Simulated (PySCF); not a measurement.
**Predicted spectroscopic data**

Method: coordinates at the GFN2-xTB level, σ from GIAO-PBE0/pcSseg-1, in PySCF 2.14.0 with density-fitted response routines (averaged over atoms made equivalent by symmetry, fast rotation or ring inversion, in vacuum, single conformer, relativity neglected).

Referencing at the same level of theory: 1H and 13C vs TMS. Splittings of carbon signals by F and P are missing where no couplings were computed. Where no couplings were computed, multiplicities follow the n + 1 count of equivalent neighbours, and m marks all less simple cases (inequivalent or close neighbours, rings, F or P nearby). Shifts are as computed. Against solution values, carbons near 30 ppm lie about +3 ppm off and those near 130 ppm about +5 ppm. Of 1211 compounds with measured shifts, 218 miss one by over three times the rms of a fit or turn the order of signals round; such compounds aren't used in these exercises.

**1.** `InChI=1S/C4H9FN2Si/c1-3-4(5)2-7(8)6-3/h4H,2H2,1,8H3/t4-/m1/s1`. 1H NMR (500 MHz, computed): δ 5.89 (m, 1H), 4.87 (s, 3H), 3.72 (m, 1H), 3.56 (m, 1H), 2.25 (s, 3H). 13C{1H} NMR (computed): δ 145.6, 101.7, 57.5, 14.9.

**2.** `Cc1cpc(C)c(C=O)c1`, C8H9OP. 1H NMR (500 MHz, computed): δ 10.95 (m, 1H), 9.07 (m, 1H), 8.47 (m, 1H), 3.28 (m, 3H), 2.70 (s, 3H). 13C{1H} NMR (computed): δ 195.1 (CH), 180.3 (C), 171.9 (CH), 147.8 (C), 139.3 (C), 137.2 (CH), 27.4 (CH3), 23.7 (CH3).
